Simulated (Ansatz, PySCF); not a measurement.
C₂H₁₀N₂Si₂, SMILES C/C(=N\[SiH3])[SiH2]N.

Geometry optimised at B3LYP-D3(BJ)/def2-SVP. The structure was generated by enumeration; whether it is a known compound was not checked. The values are those of a single conformer.

Vertical ionisation energy (IE) and electron affinity (EA) in eV. Rows of orbital energies are one-electron estimates. Where ΔSCF, EOM or ADC give a negative EA the extra electron is unbound and the value depends on the basis.

```tsv
level	IE	EA
−ε(HOMO), −ε(LUMO), r2SCAN/def2-TZVP (PySCF)	5.59	1.93
−ε(HOMO), −ε(LUMO), PBE/def2-TZVP (PySCF)	5.38	2.11
ΔSCF, PBE0/def2-SVPD (Ansatz), final states of multiplicity 2 and 2	(withheld)	(withheld)
ΔSCF, PBE/def2-SVPD (Ansatz), final states of multiplicity 2 and 2	8.14	-0.48
```

### Question
Fill in the missing entries. (Estimate from the structure and the level; the computed values follow.)

### Answer

- ΔSCF, PBE0/def2-SVPD (Ansatz, a quantum-chemistry and plane-wave program), final states of multiplicity 2 and 2, IE: 8.41
- ΔSCF, PBE0/def2-SVPD (Ansatz), final states of multiplicity 2 and 2, EA: -0.55

### Question
What vertical singlet–triplet gap does ΔSCF give with PBE0/def2-SVPD (Ansatz) and with PBE/def2-SVPD (Ansatz)? (An estimate is asked for; the answer gives what the named calculation found.)

### Answer
3.06 and 3.04 eV (triplet above singlet where positive).
